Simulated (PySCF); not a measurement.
## Working with the constants of TlF

RHF-CCSD(T) constants of TlF, ¹Σ⁺ (singlet), closed shell (basis Tl def2-SVP with ECP60, F def2-SVP; scalar-relativistic core potentials; PySCF 2.14; masses 204.9744 and 18.9984 u):

```
ωe              : 515.5 cm⁻¹
ωexe            : 2.15 cm⁻¹
Be              : 0.22084 cm⁻¹
αe              : 0.00129 cm⁻¹
D (centrifugal) : 1.62e-07 cm⁻¹
De to Tl + F    : 4.55 eV
```

Task: Give the band origin of the fundamental and the first lines of its P and R branches.

Result: ν0 = ωe − 2ωexe = 511.2 cm⁻¹, B0 = 0.22020, B1 = 0.21891 cm⁻¹.

```csv
J″,P(J″) − ν0,R(J″) − ν0
0,,0.438
1,-0.440,0.873
2,-0.883,1.306
3,-1.329,1.736
4,-1.777,2.163
5,-2.228,2.588
6,-2.681,3.010
```

Task: Near which J would the R branch turn back, without centrifugal distortion?

Result: At J ≈ (B0 + B1)/(2(B0 − B1)) − 1 ≈ 170.

Measured values (Huber and Herzberg, Constants of Diatomic Molecules (1979)): ωe = 477.3 cm⁻¹, ωexe = 2.3 cm⁻¹, Be = 0.223150163 cm⁻¹, αe = 0.00150385 cm⁻¹.

Correlated steps freeze 5 core orbitals. Correlated levels converge slowly with the basis: in double zeta they bind strong bonds too weakly, by up to about 1 eV, and carry superposition errors of some tenths. These are scalar-relativistic numbers at best; spin–orbit coupling would shift them, the dissociation energy most. Where the molecule has an RHF reference, its open-shell atoms are computed with UHF.
